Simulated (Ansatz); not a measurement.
Relaxation of the cluster HfSi3⁻ with UKS PBE-D4/def2-SVPD.

```sh
$ ansatz run in.yaml --threads 4 --pin off --events-out ev --progress --plain --max-ram 3916MiB
```

```yaml
crystal:
  periodic: [false, false, false]
  atoms:
    - {symbol: Hf, position_ang: [0.733710, -1.086440, -0.009930]}
    - {symbol: Si, position_ang: [0.759620, 0.573660, -1.054330]}
    - {symbol: Si, position_ang: [-0.806950, -0.503580, 1.054970]}
    - {symbol: Si, position_ang: [-0.686380, 1.016370, 0.009290]}
basis:
  gaussian: {orbitals: def2-SVPD}
total_charge: -1
magnetization: {spin_polarized: true, initial_magnetization: 1}
hamiltonian: {xc: pbe, dispersion: d4}
scf: {omitted_lower_state_checks: [starts]}
output: {orbitals: {seedname: orbitals}}
relax: {f_tol: 0.02, max_steps: 100}
```

Run time 38 s (4 threads of Arm Neoverse V1 on a shared host).

Positions (Å) and forces (eV/Å) at steps 1, 2, 3, 4, 5, 6, 7, 8 of 8:

```xyz
4
step=1 energy=-24909.0052 eV
Hf    0.734   -1.086   -0.010   10.885  -16.117   -0.147
Si    0.760    0.574   -1.054    9.396   10.029  -14.845
Si   -0.807   -0.504    1.055  -12.687   -5.156   14.889
Si   -0.686    1.016    0.009   -7.594   11.245    0.103
4
step=2 energy=-24916.7969 eV
Hf    0.832   -1.232   -0.011    3.440   -5.094   -0.047
Si    0.843    0.684   -1.199    3.608    2.817   -5.065
Si   -0.939   -0.541    1.200   -3.918   -2.358    5.069
Si   -0.736    1.090    0.010   -3.130    4.635    0.042
4
step=3 energy=-24918.6438 eV
Hf    0.939   -1.391   -0.013    0.443   -0.656   -0.006
Si    0.886    0.711   -1.255    1.005    0.577   -1.284
Si   -0.979   -0.572    1.256   -0.900   -0.733    1.282
Si   -0.846    1.252    0.011   -0.548    0.812    0.007
4
step=4 energy=-24918.8995 eV
Hf    0.910   -1.347   -0.012    0.288   -0.427   -0.004
Si    0.952    0.753   -1.343    0.444    0.697   -0.838
Si   -1.043   -0.619    1.344   -0.805   -0.162    0.843
Si   -0.819    1.213    0.011    0.073   -0.108   -0.001
4
step=5 energy=-24918.9804 eV
Hf    0.858   -1.270   -0.012    0.220   -0.326   -0.003
Si    1.048    0.843   -1.487   -0.528    0.063    0.449
Si   -1.161   -0.676    1.488    0.135    0.519   -0.444
Si   -0.745    1.104    0.010    0.173   -0.256   -0.002
4
step=6 energy=-24919.0376 eV
Hf    0.890   -1.318   -0.012    0.025   -0.037    0.000
Si    1.009    0.828   -1.441   -0.170    0.034    0.136
Si   -1.133   -0.645    1.443    0.031    0.172   -0.134
Si   -0.766    1.134    0.010    0.114   -0.169   -0.002
4
step=7 energy=-24919.0427 eV
Hf    0.894   -1.324   -0.012   -0.006    0.009    0.000
Si    0.997    0.831   -1.432   -0.015    0.011    0.007
Si   -1.131   -0.632    1.434   -0.005    0.018   -0.007
Si   -0.760    1.126    0.010    0.026   -0.038    0.000
4
step=8 energy=-24919.0429 eV
Hf    0.893   -1.322   -0.012    0.000    0.000    0.000
Si    0.997    0.834   -1.434   -0.001    0.000    0.001
Si   -1.134   -0.631    1.436    0.000    0.001   -0.001
Si   -0.756    1.119    0.010    0.001   -0.001    0.000
```

In the def2 sets Hf takes a core potential; there is no spin–orbit coupling. Another isomer (doublet) lies 0.22 eV lower at PBE0-D4/def2-TZVPD; other spin states weren't run for this one.
